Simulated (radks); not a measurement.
Results of a calculation; reference values are marked as such.
Fractional charge and spin in the 6s shell of gadolinium: the spin-up occupation runs from 0 to 1 and the spin-down occupation from 0 to 1; the fullest corner is Gd, [Xe] 4f(up 3.5, down 3.5) 5d(up 0.5, down 0.5) 6s(up 1, down 1). Code: a radial shooting solver on a logarithmic mesh with Libxc functionals. Model: scalar-relativistic Kohn-Sham, PBEsol, spin-polarised, spherical densities, finite nucleus; Fermi nuclear charge, rms radius of each element as measured or else 0.836 A^(1/3) + 0.57 fm. Energy (eV) minus the two flat planes that join the four corners (they meet along the diagonal where the two added fractions sum to one electron); zero is where a piecewise linear energy would lie.

\begin{tabular}{lrrrrr}
down \ up & 0 & 0.25 & 0.5 & 0.75 & 1 \\ \hline
0 & 0.000 & -0.486 & -0.648 & -0.487 & 0.000 \\
0.25 & -0.486 & -0.585 & -0.368 & 0.165 & -0.437 \\
0.5 & -0.648 & -0.368 & 0.221 & -0.335 & -0.581 \\
0.75 & -0.487 & 0.165 & -0.335 & -0.534 & -0.434 \\
1 & 0.000 & -0.437 & -0.581 & -0.434 & 0.000 \\
\end{tabular}

Corners above the fullest one (they belong to Gd+ and the next ion): (up 1, down 0) 6.452 eV, (up 0, down 1) 6.452 eV, (up 0, down 0) 18.718 eV. With half an added electron in each spin the energy lies 0.221 eV from the planes, and with half an added electron in spin up alone -0.648 eV. The planes are only a guide here: the flat-plane condition holds for ground states with one frontier orbital, while this shell lies below other occupied shells, so the corners above the fullest one are inner-hole states and not the ground states of those ions.
